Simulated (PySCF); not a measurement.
SiHMe2(NCO), C3H7NOSi.
Structure used (PBE0-D3(BJ)/def2-SVP), in Å, numbered top down from 1:
```xyz
13
C3H7NOSi angstrom
Si     0.013    0.008    0.555
H     -0.040   -0.110    2.043
C      1.787    0.072   -0.028
H      2.334   -0.831    0.282
H      2.304    0.948    0.396
H      1.834    0.143   -1.125
C     -0.974    1.489   -0.016
H     -2.020    1.416    0.315
H     -0.966    1.559   -1.115
H     -0.549    2.420    0.392
N     -0.723   -1.422   -0.095
C     -1.235   -2.396   -0.562
O     -1.735   -3.349   -1.020
```

Method: PBE0-D3(BJ)/def2-SVP geometry optimisation, gas phase (PySCF).

Masses are those of the commonest isotopes; rigid-rotor values at the optimised geometry. 

Task: Give the principal moments of inertia and the rotational constants in GHz.

Result: Ia = 96.75, Ib = 338.75, Ic = 402.06 u·Å²; 505379 MHz·u·Å²/I gives 5223, 1492 and 1257 MHz, that is A = 5.2233, B = 1.4919, C = 1.2570 GHz.

Task: What kind of rotor is it?

Result: An asymmetric top; Ray's κ = -0.882.

Task: Is it planar, by Δ = Ic − Ia − Ib?

Result: Not planar: Δ = Ic − Ia − Ib = -33.45 u·Å². For a rigid frame Δ = −2 Σ m c², so Σ m c² = 16.72 u·Å² lies off the ab plane: 7.94 from hydrogen and 8.78 from heavier atoms. The atom farthest from that plane is 1.87 Å away.

Task: Where do the levels up to J = 3 lie, in K?

Result: Above 0(0,0), as E/k:
J = 1: 1(0,1) 0.132, 1(1,1) 0.311, 1(1,0) 0.322
J = 2: 2(0,2) 0.395, 2(1,2) 0.564, 2(1,1) 0.597, 2(2,1) 1.135, 2(2,0) 1.135
J = 3: 3(0,3) 0.789, 3(1,3) 0.942, 3(1,2) 1.010, 3(2,2) 1.530, 3(2,1) 1.533, 3(3,1) 2.454, 3(3,0) 2.454
The levels of one J sum to (2J + 1)J(J + 1)(A + B + C)/3.

Task: Which types of transition are allowed, and where do some lines up to J = 4 fall?

Result: The dipole components are |μa| = 2.89 D, |μb| = 0.00 D, |μc| = 0.30 D; the mirror of this Cs structure is the ac plane, so μb vanishes by symmetry (the 0.01 D computed is a residue) and there are no b-type lines. The squared components, which scale the intensities, stand as 1.00 : 0.01 (a : c). Some lines, for components of 0.1 D or more:

| type | branch | J(Ka,Kc) | MHz | lower level (cm⁻¹) |
| --- | --- | --- | --- | --- |
| c | Q | 4(1,4) ← 4(0,4) | 2807 | 0.912 |
| c | Q | 3(1,3) ← 3(0,3) | 3191 | 0.548 |
| a | R | 2(1,2) ← 1(1,1) | 5263 | 0.216 |
| a | R | 3(1,3) ← 2(1,2) | 7888 | 0.392 |
| a | R | 3(2,1) ← 2(2,0) | 8289 | 0.789 |
| a | R | 3(1,2) ← 2(1,1) | 8592 | 0.415 |
| c | Q | 3(2,2) ← 3(1,2) | 10849 | 0.702 |
| a | R | 4(0,4) ← 3(0,3) | 10889 | 0.548 |
| c | R | 2(2,1) ← 1(1,1) | 17162 | 0.216 |
| c | Q | 3(3,1) ← 3(2,1) | 19198 | 1.065 |
| c | R | 4(3,2) ← 3(2,2) | 30267 | 1.064 |
| c | R | 4(4,1) ← 3(3,1) | 37940 | 1.706 |

Task: Estimate the classical rotational partition function at 25 K, 100 K and 200 K.

Result: Point group Cs, symmetry number σ = 1; q = (√π/σ)·√((kT/h)³/(ABC)), k/h = 20836.6 MHz/K: 6730 at 25 K, 53900 at 100 K, 152000 at 200 K.

Not checked by PBE0-D3(BJ)/def2-SVP frequencies. Constants of a rigid frame at the computed geometry: no zero-point averaging, no centrifugal distortion. A rigid rotor knows nothing of internal rotation, which can split or shift real lines. Quadrupole hyperfine structure (14N) is left out.
